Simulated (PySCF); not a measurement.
BClFHS, SMILES FB(S)Cl. Atoms are numbered in the order given.

```xyz
5

B      0.3647     0.0177     0.0000
Cl    -0.4960     1.5532     0.0000
F      1.6873     0.0266     0.0000
S     -0.5686    -1.5252     0.0000
H      0.5208    -2.3295     0.0000
```

Coordinates come from a B3LYP-D3(BJ)/def2-SVP optimisation. Other conformers were not sampled.

The numbers are results of PBE0/pcJ-1 run with PySCF, not measurements.

Isotropic couplings with Fermi-contact, spin-dipole and both spin-orbit terms, one fixed conformer, no vibrational averaging. Isotopes: 11B, 19F, 1H.

Q: Estimate the spin–spin coupling constants. (Estimate from the structure and the level; the computed values follow.)

A: 
| pair | bonds apart | J (Hz) |
|---|---|---|
| B1–F3 | 1 | -178.6 |
| B1–H5 | 2 | -6.3 |
| F3–H5 | 3 | 6.3 |
